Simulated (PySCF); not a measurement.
CH₃Cl₃OSi, SMILES CO[Si](Cl)(Cl)Cl. Atoms are numbered in the order given.

```xyz
9

C     -2.3881    -1.1501     0.0000
O     -0.9740    -1.3197     0.0000
Si     0.1102    -0.0795     0.0000
Cl    -0.1374     1.1052    -1.6698
Cl     1.9740    -0.9205     0.0000
Cl    -0.1374     1.1052     1.6698
H     -2.8501    -2.1562     0.0000
H     -2.7288    -0.5993     0.9036
H     -2.7288    -0.5993    -0.9036
```
Charge 0, spin multiplicity 1.

The structure is a stationary point at PBE-D3(BJ)/def2-SVP. Other conformers were not sampled.

Vertical ionisation energy (IE) and electron affinity (EA) in eV. Rows of orbital energies are one-electron estimates. Where ΔSCF, EOM or ADC give a negative EA the extra electron is unbound and the value depends on the basis.

```tsv
level	IE	EA
−ε(HOMO), −ε(LUMO), CAM-B3LYP/def2-TZVP (PySCF)	10.47	-0.78
−ε(HOMO), −ε(LUMO), PBE/def2-TZVP (PySCF)	7.44	1.38
```
